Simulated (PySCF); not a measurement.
These are PySCF with ωB97X-D3(BJ)/def2-TZVP // PBE0-D3(BJ)/def2-TZVP values and carry that method's errors. Gas-phase values, no solvent. Excitations are Tamm–Dancoff values on a coarser integration grid. The basis has no diffuse functions, so Rydberg states are missing or too high.

Reference species (SMILES): `[Ga]([Cl])([Cl])[Cl]` (neutral, multiplicity 1).

* **S1–T1 gap (TDA)**: 0.42 eV
* **S1 oscillator strength**: 0.000
* **HOMO–LUMO gap**: 12.13 eV

Changed species: `[Br][Ga]([Br])[Br]` (3 of 3 Cl replaced by Br; the reference has 0 of 3 Cl replaced by Br).

What does the change do to the S1–T1 gap (TDA), S1 oscillator strength and HOMO–LUMO gap?

the S1–T1 gap (TDA) is nearly the same; the S1 oscillator strength stays essentially unchanged; the HOMO–LUMO gap falls by 1.22 eV, to 10.91 eV.
